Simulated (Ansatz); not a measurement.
Ansatz (a first-principles code) input (PBE0/def2-QZVPP):
A basis named .json is the Basis Set Exchange file of that set.

Ansatz 0.2 input:
```yaml
crystal:
  periodic: [false, false, false]
  atoms:
    - {symbol: O, position_ang: [-1.09642053, -1.45666981, -0.59870716]}
    - {symbol: Si, position_ang: [-0.30620016, -0.14025036, 0.08393303]}
    - {symbol: O, position_ang: [-1.52667305, 1.01693019, 0.07793715]}
    - {symbol: O, position_ang: [-0.09420593, -0.70367240, 1.67047734]}
    - {symbol: Si, position_ang: [1.66891887, 0.70351559, -0.89171898]}
    - {symbol: H, position_ang: [-1.00730072, -2.22592434, -0.03001911]}
    - {symbol: H, position_ang: [-1.13114864, 1.89377914, 0.06862467]}
    - {symbol: H, position_ang: [0.78658844, -0.44258240, 1.95850269]}
    - {symbol: H, position_ang: [2.54012469, 0.03626521, 0.19026847]}
    - {symbol: H, position_ang: [1.47207064, 2.00004544, -0.07603233]}
basis:
  gaussian:
    orbitals: def2-QZVPP.json
hamiltonian:
  xc: {name: PBE0}
total_charge: -1
```

Output:

```
Functional definition: PBE0
integrals: 0.69 GiB planned
1610 factors; their error is unknown
0.62 GiB of the device are held for the grids
3.04 GiB of device memory are held for the factors and their scratch space
mean field: 4.05 GiB planned
mean field evaluation 1: about -21968.6635 eV, gradient 5.4e1 eV
mean field evaluation 2: about -21963.7601 eV, gradient 7.8e1 eV
mean field evaluation 4: about -21973.5711 eV, gradient 2.1e0 eV
mean field evaluation 8: about -21973.5813 eV, gradient 6.2e-2 eV
mean field evaluation 16: about -21973.5941 eV, gradient 1.0e-4 eV
mean field -21973.59407524 eV, -807.5146880282 hartree, gradient 1.1e-5 eV, S^2 0.000000; 0 other end points of the search recorded, 0 dependent functions left out
reference -21973.59411202 eV, -807.5146893797 hartree; 29, 29 occupied and 432, 432 virtual orbitals, 1610 factors
Total energy: -21973.59411202 eV, -807.5146893797 hartree
```

It need not be the lowest isomer of its formula. Whether it binds its extra electron was not tested at this geometry.
